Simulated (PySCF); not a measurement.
Predicted microwave data (wB97X-D/def2-SVPD in PySCF (dipole) on a GFN2-xTB geometry, gas phase) for one isomer of C5H7FOSi:

```
Rotational constants : A = 9148, B = 558.8, C = 531.7 MHz
Dipole components    : |μa| = 1.19 D, |μb| = 0.13 D, |μc| = 0.04 D
Inertial defect      : -9.16 u·Å²
κ                    : -0.99
```

Problem. Which candidate fits, each taken in the one conformer that was computed?
A. `[F:1]/[CH:2]=[CH:3]/[CH:4]=[C:5]1/[CH2:6][O:7][SiH2:8]1` with C2–C3–C4–C5 180°
B. `[CH:1]#[C:2][CH2:3][SiH2:4][O:5]/[CH:6]=[CH:7]/[F:8]` with C2–C3–Si4–O5 177°, C3–Si4–O5–C6 178°, Si4–O5–C6–C7 -3°

Solution. B. It is C#CC[SiH2]O/C=C/F, a near-prolate asymmetric top. The candidates at the same level (rigid rotor, commonest isotopes):

```
              SMILES  A (MHz)  B (MHz)  C (MHz)  μa (D)  μb (D)  μc (D)  Δ (u·Å²)  point group                        rotor
   C#CC[SiH2]O/C=C/F     9148    558.8    531.7    1.19    0.13    0.04     -9.16      near Cs  near-prolate asymmetric top
F/C=C/C=C1/CO[SiH2]1     5285    672.9    603.5    0.55    0.94    0.00     -9.28           Cs  near-prolate asymmetric top
```

`F/C=C/C=C1/CO[SiH2]1` has A 42 % too low. No structure here is proved a minimum.
